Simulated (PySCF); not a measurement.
Exercise with solution: dipole moment from atomic charges

Ge(H)(Br)2(Me) (CH4Br2Ge), SMILES [CH3][GeH]([Br])[Br]. Atoms are numbered in the order given.

```xyz
8

Ge    -0.4092    -0.6400     0.0000
C      0.6722    -2.2605     0.0000
Br     0.1195     0.6082     1.8934
Br     0.1195     0.6082    -1.8934
H     -1.9329    -0.8459     0.0000
H      0.4465    -2.8505     0.9004
H      0.4465    -2.8505    -0.9004
H      1.7351    -1.9830     0.0000
```
Charge 0, spin multiplicity 1.

Geometry optimised at B3LYP-D3(BJ)/def2-SVP.

Charges (e) from PBE/def2-TZVP (PySCF):

```tsv
atom	Mulliken	IAO
Ge1	0.489	0.694
C2	-0.431	-0.680
Br3	-0.282	-0.239
Br4	-0.282	-0.239
H5	0.043	-0.063
H6	0.152	0.174
H7	0.152	0.174
H8	0.159	0.178
```

The dipole moment of the full density is 2.51 D.

**Question.** What dipole moment does each set of point charges give, and which comes closer to that of the density?

**Answer.** 
μ = Σ q r, and 1 e Å = 4.8032 D.
Mulliken: Σ q r = (-0.229, -0.900, 0.000) e Å, |μ| = 4.46 D.
IAO: Σ q r = (-0.212, -0.489, 0.000) e Å, |μ| = 2.56 D.
IAO comes closer in size. Point charges leave out the atoms' own dipoles (lone pairs, polarised bonds); fits to the potential absorb them, partitions of the density don't.
